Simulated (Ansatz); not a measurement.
Consider the redistribution: `O[SiH](O)O[SiH](O)F` + `CB1CC1` → `C[SiH](O)O[SiH](O)O` + `FB1CC1`.

Calculated with Ansatz (gas phase, PBE0-D4/def2-TZVP geometries, no zero-point term in ΔE). CCSD(T)/CBS is the MP2 limit (def2-TZVPP, def2-QZVPP) plus CCSD(T) − MP2 in def2-TZVPP, frozen cores. Each species was taken in one conformer, which may not be the lowest.

```tsv
species	MP2/def2-TZVPP energy (Eh)
`O[SiH](O)O[SiH](O)F`	-981.67572
`CB1CC1`	-142.98120
`C[SiH](O)O[SiH](O)O`	-921.69239
`FB1CC1`	-202.94859
```

Question: Work out ΔE.

Answer: ΔE = (-921.69239) + (-202.94859) − (-981.67572) − (-142.98120) = 0.01594 Eh = +41.9 kJ/mol. CCSD(T)/CBS gives +42.3 kJ/mol.

Largest T1 diagnostic among the species: 0.012.

From PBE to PBE0 (25 % exact exchange), in def2-TZVPP and without D4, ΔE moves by +4.4 kJ/mol. In def2-TZVPP, CCSD(T) changes the Hartree–Fock value by −10.7 kJ/mol (the triples alone add −2.4 kJ/mol) and MP2 by −7.6 kJ/mol.
